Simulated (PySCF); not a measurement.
PySCF input (CCSD(T)/cc-pVDZ):

```python
from pyscf import gto, scf, mp, cc as ccmod

mol = gto.M(
    atom='''
    F    -0.67566523   -0.86675447   -1.05113861
    C    -0.53150033   -0.06471911   -0.00882361
    F    -0.72804288   -0.73213894    1.11651482
    Cl    0.93072794    0.86931502   -0.03149672
    ''',
    basis='cc-pvdz',
    charge=0,
    spin=1,
    verbose=4,
)

mf = scf.UHF(mol)
mf.conv_tol = 1e-10
mf.max_cycle = 100
mf.kernel()
mo, _, stable, _ = mf.stability(return_status=True)
if not stable:
    mf.kernel(mf.make_rdm1(mo, mf.mo_occ))
mp2 = mp.MP2(mf, frozen=8).run()
cc = ccmod.CCSD(mf, frozen=8)
cc.max_cycle = 100
cc.kernel()
et = cc.ccsd_t()
print(f'E(CCSD(T)) = {cc.e_tot + et:.9f}')
```

End of the output:

```
Extra cycle  E= -696.196976858582  delta_E= -1.08e-11  |g|= 1.79e-06  |ddm|= 5.1e-06
converged SCF energy = -696.196976858582  <S^2> = 0.75706048  2S+1 = 2.0070481
uhf_internal: lowest eigs of H = [0.43328195 0.49267301 0.50049843]
<class 'pyscf.scf.uhf.UHF'> wavefunction is stable in the internal stability analysis

******** <class 'pyscf.mp.ump2.UMP2'> ********
nocc = (np.int64(13), np.int64(12)), nmo = (52, 52)
frozen orbitals 8
E(UMP2) = -696.812151368804  E_corr = -0.615174510221722
E(SCS-UMP2) = -696.78683131247  E_corr = -0.589854453888091
E_corr(same-spin) = -0.171178798128433
E_corr(oppo-spin) = -0.443995712093289

******** <class 'pyscf.cc.uccsd.UCCSD'> ********
CC2 = 0
CCSD nocc = (np.int64(13), np.int64(12)), nmo = (52, 52)
frozen orbitals 8
max_cycle = 100
direct = 0
conv_tol = 1e-07
conv_tol_normt = 1e-06
diis_space = 6
diis_start_cycle = 0
diis_start_energy_diff = 1e+09
Init t2, MP2 energy = -0.615174533736007
Init E_corr(UCCSD) = -0.615174533738874
cycle = 1  E_corr(UCCSD) = -0.619102457140576  dE = -0.0039279234  norm(t1,t2) = 0.0918548
cycle = 2  E_corr(UCCSD) = -0.633206550716344  dE = -0.0141040936  norm(t1,t2) = 0.0267456
cycle = 3  E_corr(UCCSD) = -0.633462406568939  dE = -0.000255855853  norm(t1,t2) = 0.0168491
cycle = 4  E_corr(UCCSD) = -0.636004798605882  dE = -0.00254239204  norm(t1,t2) = 0.0079401
cycle = 5  E_corr(UCCSD) = -0.635915805069288  dE = 8.89935366e-05  norm(t1,t2) = 0.00231416
cycle = 6  E_corr(UCCSD) = -0.635796256656617  dE = 0.000119548413  norm(t1,t2) = 0.000934134
cycle = 7  E_corr(UCCSD) = -0.635811100913344  dE = -1.48442567e-05  norm(t1,t2) = 0.000340609
cycle = 8  E_corr(UCCSD) = -0.635822083429657  dE = -1.09825163e-05  norm(t1,t2) = 0.000146502
cycle = 9  E_corr(UCCSD) = -0.635819980361264  dE = 2.10306839e-06  norm(t1,t2) = 7.14066e-05
cycle = 10  E_corr(UCCSD) = -0.635819055983294  dE = 9.2437797e-07  norm(t1,t2) = 2.88893e-05
cycle = 11  E_corr(UCCSD) = -0.635818897389713  dE = 1.58593581e-07  norm(t1,t2) = 9.87847e-06
cycle = 12  E_corr(UCCSD) = -0.635818673516871  dE = 2.23872842e-07  norm(t1,t2) = 3.72476e-06
cycle = 13  E_corr(UCCSD) = -0.635818599499684  dE = 7.40171877e-08  norm(t1,t2) = 1.6262e-06
cycle = 14  E_corr(UCCSD) = -0.635818571791692  dE = 2.77079913e-08  norm(t1,t2) = 7.96697e-07
UCCSD converged
E(UCCSD) = -696.8327954303738  E_corr = -0.6358185717916923
UCCSD(T) correction = -0.0142402985632082
E(CCSD(T)) = -696.847035729
```

It need not be the lowest isomer of its formula.
